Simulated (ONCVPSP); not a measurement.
## Before and after: ONCV potential for Sc

ONCVPSP 4.0.1 input, shortened (lines: element, Z, core and valence counts, functional; n l f; lmax; l rc ep ncon nbas qcut; lloc lpopt rc5 dvloc0; l nproj debl; icmod fcfact rcfact), Wu-Cohen, scalar-relativistic:

```
  Sc 21.00    3    3  -118130      upf
    1    0    2.00
    2    0    2.00
    2    1    6.00
    3    0    2.00
    3    1    6.00
    3    2    1.00
    2
    0    1.35    0.00    4    7    9.70
    1    1.70    0.00    4    8    7.50
    2    2.25    0.00    4    9    6.10
    4    5    0.95    6.00
    0    2    3.00
    1    2    0.40
    2    2    2.50
    2    0.15    1.15
```

In the p channel the program set the typed energies aside and used -1.797, 0.250 Ha.

Change: all radii but the core radius scaled by about 0.89 (s 1.20, p 1.50, d 2.00 bohr); local potential polynomial inside 0.84 bohr (lpopt 5, dvloc0 6 Ha).

Cutoffs: the cutoffs (Ha) at which the residual kinetic energy of the hardest occupied pseudo-wave falls to 1 and 0.1 mHa per electron; they do not see the model core or the augmentation charge, which bear on the density cutoff. Errors are all-electron minus pseudo energies relative to the spin-unpolarised reference configuration.

Task: What does the change do?

Result: The potential gets harder (30 Ha and 36 Ha → 33 Ha and 54 Ha); of the 4 tests that both files solve, the error grows in 2 and shrinks in 2 by more than 15 % and 0.3 meV (median size 99.7 → 72.7 meV); neither file shows a bound ghost. A smaller radius makes the pseudo-wave follow the all-electron one further in, where it bends more sharply, so more plane waves are needed.

| quantity | base | changed |
| --- | --- | --- |
| cutoff, loose | 30 Ha | 33 Ha |
| cutoff, tight | 36 Ha | 54 Ha |
| loose cutoff by channel | s 30 Ha, p 18 Ha, d 16 Ha | s 33 Ha, p 17 Ha, d 18 Ha |
| bound ghosts | none | none |
| GHOST(+) flags under 300 eV | none | none |
| error for 3s2 3p6 3d1 4s2, meV [ΔE -19.49 eV] | +1.8 | +2.8 |
| error for 3s2 3p6 3d1 4s1, meV [ΔE -12.59 eV] | +0.3 | +1.0 |
| error for 3s2 3p6 3d0, meV [ΔE 24.86 eV] | +260 | +187 |
| error for 3s2 3p6 3d0 4s2 4p1, meV [ΔE -15.99 eV] | +198 | +143 |
| rms error of d²Exc/dni dnj with the model core, mHa | 1.27 | 1.33 |
